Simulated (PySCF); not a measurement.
Species: C5H9NOSi.
Numbering: `[CH3:1][Si@@H:2]1[CH2:3][CH2:4][C@@H:5]([C:6]#[N:7])[O:8]1` (hydrogens: H9, H10, H11 on C1; H12 on Si2; H13, H14 on C3; H15, H16 on C4; H17 on C5)

Structure optimised with GFN2-xTB, isolated species.

Give the optimised bond lengths and angles.

```tsv
bond	length (Å)	order
C1–Si2	1.890	single
Si2–C3	1.913	single
C3–C4	1.528	single
C4–C5	1.541	single
C5–C6	1.451	single
C6≡N7	1.143	triple
C5–O8	1.406	single
Si2–O8	1.648	single
C1–H9, C1–H10, C1–H11	1.085	single
Si2–H12	1.463	single
C3–H13	1.087	single
C3–H14	1.089	single
C4–H15	1.091	single
C4–H16	1.091	single
C5–H17	1.099	single
```

Bonds in one row agree within 0.01 Å and their mean is given. Orders are formal, as drawn. A selection of angles:
```tsv
angle	degrees
Si2–C1–H9	110.2
Si2–C1–H11	112.6
H9–C1–H10	107.6
C1–Si2–C3	116.4
C1–Si2–O8	109.0
C1–Si2–H12	113.6
C3–Si2–O8	94.7
C3–Si2–H12	111.9
O8–Si2–H12	109.5
Si2–C3–C4	102.2
Si2–C3–H13	115.9
Si2–C3–H14	110.5
C4–C3–H13	110.9
C4–C3–H14	110.0
H13–C3–H14	107.3
C3–C4–C5	106.7
C3–C4–H15	109.9
C3–C4–H16	113.1
C5–C4–H15	107.8
C5–C4–H16	110.6
H15–C4–H16	108.7
C4–C5–C6	109.4
C4–C5–O8	108.9
C4–C5–H17	111.8
C6–C5–O8	110.4
C6–C5–H17	108.3
O8–C5–H17	108.1
C5–C6–N7	178.4
Si2–O8–C5	113.4
```

Dihedral angles: C1–Si2–C3–C4 -102° (anticlinal); Si2–C3–C4–C5 -30°; C3–C4–C5–C6 -80° (synclinal); C4–C5–O8–Si2 -32° (synclinal); C1–Si2–O8–C5 131° (anticlinal).

The C–C distances run from 1.451 Å (C5–C6, drawn single) to 1.541 Å (C4–C5, drawn single), a spread of 0.090 Å. The C–Si distances run from 1.890 Å (C1–Si2, drawn single) to 1.913 Å (Si2–C3, drawn single), a spread of 0.023 Å. The 5-membered ring Si2–C3–C4–C5–O8 has internal angles of 94.7° to 113.4° (sum 526°, against 540° for a flat polygon); it is puckered, 0.16 Å rms from its mean plane, widest ring torsion 41°. Of the pairs four or more bonds apart, C6···H14 is among the closest relative to their van der Waals radii: 3.00 Å, 103 % of the sum of Bondi's values. Si2 (oxygen-bound silicon) has angles from 94.7° to 116.4°.

Point group: C1 (no symmetry element, even within 0.4 Å). GFN2-xTB frequencies: not computed here. The numbers are those of one conformer.
